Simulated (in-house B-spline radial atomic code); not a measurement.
Mg⁺. Computed with a B-spline radial atomic code. Model: all-electron spherical atom, spin shells full or empty, radial basis limit, no spin-orbit coupling: exact exchange with a local potential (Slater, KLI or optimised effective potential, whose far tail is KLI's), no correlation.

Empty minority-spin level lies below the highest occupied level: each spin potential is zero at infinity, spin occupations fixed.

The run also made RPA and GW results, which its time includes.

The Slater potential averages the orbital exchange potentials with the orbital densities as weights, KLI adds orbital constants, and the optimised effective potential minimises the exact-exchange energy among local potentials. So their energies lie above Hartree-Fock in the order OEP, KLI, Slater. All fall off as −1/r, unlike LDA and GGA exchange.

Command:
```bash
python run_gw.py task.json out
```
Settings (nuclear radius in fm, other lengths in bohr, energies in hartree):
```
Z                      12
electrons              11
configuration          [Ne] 3s1
hamiltonian            x2c
method                 oep
lmax                   9
rms_radius             3.057
spin_polarised         True
box_radius             23.78
intervals              107
ion_configuration      [He] 2s2 2p6
```

Run time, properties included: 12 s on 1 thread of Arm Neoverse N1, with other jobs on the host.

Given: hamiltonian one-electron scalar X2C; mean-field start exchange-only OEP.

Computed: energy above Hartree-Fock 2.4981 millihartree.

```csv
radius (bohr),r times exchange potential up (hartree bohr),r times exchange potential down (hartree bohr)
0.00417,-0.039416,-0.041025
0.00509,-0.048066,-0.050031
0.00623,-0.058749,-0.061154
0.00761,-0.071619,-0.074557
0.0093,-0.087261,-0.090853
0.0114,-0.10649,-0.1109
0.0139,-0.12905,-0.13442
0.017,-0.15642,-0.163
0.0208,-0.18896,-0.19701
0.0254,-0.22668,-0.23653
0.031,-0.26994,-0.28199
0.0379,-0.31895,-0.33371
0.0464,-0.37261,-0.39074
0.0567,-0.42772,-0.44996
0.0693,-0.48099,-0.50828
0.0847,-0.52655,-0.56004
0.104,-0.55663,-0.59796
0.127,?,?
0.155,-0.51974,-0.58221
0.189,-0.44986,-0.52663
0.231,-0.43483,-0.5277
0.283,-0.55955,-0.67111
0.345,-0.7196,-0.8554
0.422,-0.85109,-1.0179
0.516,-0.95215,-1.1567
0.631,-1.0135,-1.2639
0.771,?,?
0.942,-0.95303,-1.3282
1.15,-0.81126,-1.2909
1.41,-0.60206,-1.2299
1.72,-0.59869,-1.1686
2.1,-0.78546,-1.1181
2.57,-0.88626,-1.0801
3.14,-0.9418,-1.0419
3.84,-0.97684,-1.0237
4.7,-0.99353,-1.0153
5.74,-0.99839,-1.0101
```

Task: What belongs in the row 0.127?

Result: r times exchange potential up (hartree bohr): -0.55829; r times exchange potential down (hartree bohr): -0.60905.

Task: What belongs in the row 0.771?

Result: r times exchange potential up (hartree bohr): -1.0172; r times exchange potential down (hartree bohr): -1.3229.

| occupied | level (hartree) | Hartree-Fock level (hartree) |
| --- | --- | --- |
| 1s up | -46.75 | -49.446 |
| 1s down | ? | ? |
| 2s up | -3.4519 | -4.1068 |
| 2s down | -3.8502 | -4.0891 |
| 2p up | -2.2017 | -2.6048 |
| 2p down | -2.5991 | -2.5985 |
| 3s up | -0.5424 | -0.54241 |

Task: What belongs in the row 1s down?

Result: level (hartree): -47.147; Hartree-Fock level (hartree): -49.438.

```tsv
empty	level (hartree)
3s down	-0.68482
3p down	-0.47721
3p up	-0.3863
3d down	-0.2612
4s down	-0.26034
4s up	-0.23217
3d up	?
4p down	-0.20628
```

Task: What belongs in the row 3d up?

Result: level (hartree): -0.22516.

The highest level, 3s up, differs from Hartree-Fock by +0.00023 eV and the deepest, 1s down, by +62.3 eV: a local potential can match the highest level but can't give each shell its own exchange.
